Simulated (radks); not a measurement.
Q: All-electron atom: Kr VI in [Ar] 3d10 4s2 4p1. Calculated with a radial shooting solver on a logarithmic mesh with Libxc functionals: scalar-relativistic Kohn-Sham, r2SCAN, spin-polarised, spherical densities, finite nucleus; open shells are filled with parallel spins first; meta-GGA in the generalised Kohn-Sham scheme; Fermi nuclear charge, rms radius 4.1884 fm. Some entries of the table are withheld. Estimate them.

| orbital | occ. | eigenvalue (eV) | r(max) (bohr) |
|---|---|---|---|
| 1s up | 1 | -14271.20 | 0.02708 |
| 1s down | 1 | -14271.03 | 0.02708 |
| 2s up | 1 | -1954.381 | 0.1541 |
| 2s down | 1 | -1954.347 | 0.1541 |
| 2p up | 3 | -1734.675 | 0.1234 |
| 2p down | 3 | -1734.544 | 0.1234 |
| 3s up | 1 | -344.6444 | 0.4659 |
| 3s down | 1 | -344.4989 | 0.4660 |
| 3p up | 3 | -273.7516 | 0.4625 |
| 3p down | 3 | -273.5710 | 0.4627 |
| 3d up | 5 | -156.8166 | 0.4118 |
| 3d down | 5 | -156.5718 | 0.4119 |
| 4s up | 1 | (1) | 1.270 |
| 4s down | 1 | (2) | 1.266 |
| 4p up | 1 | (3) | 1.386 |
| 4p down | 0 | (4) | 1.382 |

A: 
(1) 4s up eigenvalue (eV): -88.9427
(2) 4s down eigenvalue (eV): -86.6758
(3) 4p up eigenvalue (eV): -71.1654
(4) 4p down eigenvalue (eV): -68.7863
